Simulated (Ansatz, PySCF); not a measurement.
HOS, SMILES [S]O, multiplicity 2. Atoms are numbered in the order given.

```xyz
3

O     -0.1278    -1.0293     0.0000
S      0.0209     0.5888     0.0000
H      0.7533    -1.4247     0.0000
```
Charge 0, spin multiplicity 2.

Geometry: PBE0-D3(BJ)/def2-TZVPD.

Two levels are set side by side: PBE-D3(BJ)/def2-TZVPD (Ansatz, an electronic-structure program) and PBE0-D3(BJ)/def2-TZVPD (Ansatz). Each level has its own optimised geometry; the coordinates shown are those of the second. Frequencies come from the Hessian of PySCF at each geometry. Differences are taken from unrounded values.

```
quantity                            PBE0-D3(BJ)  PBE-D3(BJ)  PBE-D3(BJ) minus PBE0-D3(BJ)
----------------------------------  -----------  ----------  ----------------------------
mean bond length (Å)                      1.295       1.316                         0.021
bond O1–S2 (Å)                            1.625       1.654                         0.029
bond O1–H3 (Å)                            0.966       0.979                         0.013
highest harmonic wavenumber (cm⁻¹)         3789        3610                          -179
mean harmonic wavenumber (cm⁻¹)            1950        1851                          -100
zero-point energy (kcal/mol)               8.36        7.94                         -0.43
```

Exact exchange shortens and stiffens bonds; PBE has none. Differences between two approximate levels are no errors against the true value.
